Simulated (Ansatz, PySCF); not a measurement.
This PySCF input computes a PBE/def2-TZVPD energy:

```python
from pyscf import gto, scf, dft

mol = gto.M(
    atom='''
    P    -1.00461171   -0.37909113   -0.03250634
    P     1.00461171    0.37909113    0.03250634
    H    -1.59475521    0.19172810    1.11421367
    H    -1.58868246    0.36373926   -1.07947105
    H     1.58868246   -0.36373926    1.07947105
    H     1.59475521   -0.19172810   -1.11421367
    ''',
    basis='def2-tzvpd',
    charge=1,
    spin=1,
    verbose=4,
)

mf = dft.UKS(mol, xc='pbe').density_fit(auxbasis='def2-universal-jkfit')
mf.grids.level = 3
mf.conv_tol = 1e-9
mf.max_cycle = 100
mf.max_memory = 1500
mf.kernel()
if not mf.converged:
    mf = mf.newton()
    mf.kernel(mf.make_rdm1())
for _ in range(2):
    mo, _, stable, _ = mf.stability(return_status=True)
    if stable:
        break
    mf.kernel(mf.make_rdm1(mo, mf.mo_occ))
mf.analyze()
```

Write an input for the same energy in Ansatz (a program for electronic structure) and say what it gives.


Ansatz 0.2 input:
```yaml
crystal:
  periodic: [false, false, false]
  atoms:
    - {symbol: P, position_ang: [-1.00461171, -0.37909113, -0.03250634]}
    - {symbol: P, position_ang: [1.00461171, 0.37909113, 0.03250634]}
    - {symbol: H, position_ang: [-1.59475521, 0.19172810, 1.11421367]}
    - {symbol: H, position_ang: [-1.58868246, 0.36373926, -1.07947105]}
    - {symbol: H, position_ang: [1.58868246, -0.36373926, 1.07947105]}
    - {symbol: H, position_ang: [1.59475521, -0.19172810, -1.11421367]}
basis:
  gaussian:
    orbitals: def2-TZVPD
hamiltonian:
  xc: {name: PBE}
total_charge: 1
magnetization: {spin_polarized: true, initial_magnetization: 1}
output: {forces: true}
```
It gives -684.47996 Eh, and PySCF -684.48002 Eh, a difference of 0.06 mEh, from the treatment of integrals and grids.
